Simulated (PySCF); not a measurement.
Diatomics of Te with group 13

CCSD(T) with double-zeta basis sets in PySCF, for the lowest determinant that a PBE0 search found; no spin–orbit coupling. De refers to high-spin ground-configuration atoms.

```csv
M,basis,"reference, frozen orbitals",state (unpaired electrons),Re (Å),ωe (cm⁻¹),De (eV)
B,aug-cc-pVDZ/aug-cc-pVDZ-PP,"ROHF, 5",doublet (σ ↑),1.985,798,3.54
Al,def2-SVP,"UHF, 9",doublet (σ ↑),2.390,402,2.76
Tl,def2-SVP,"UHF, 8",doublet (π ↑),2.948,137,2.20
```

The shortest bond is that of BTe (1.985 Å), the longest that of TlTe (2.948 Å). BTe is bound most strongly (3.54 eV) and TlTe least (2.20 eV).

The rows differ in basis set, which adds steps of its own.

The state changes along the series, so neighbouring rows are not always alike in their bonding.

Correlated steps freeze the inner cores (5 to 9 orbitals); shallow outer-core shells are correlated. UHF and ROHF references stand side by side, which adds small steps between rows. Correlated levels converge slowly with the basis: in double zeta they bind strong bonds too weakly, by up to about 1 eV, and carry superposition errors of some tenths. Spin–orbit coupling is left out, which matters for elements this heavy, above all for dissociation energies. States were picked by a PBE0 search and need not be the measured ground states.
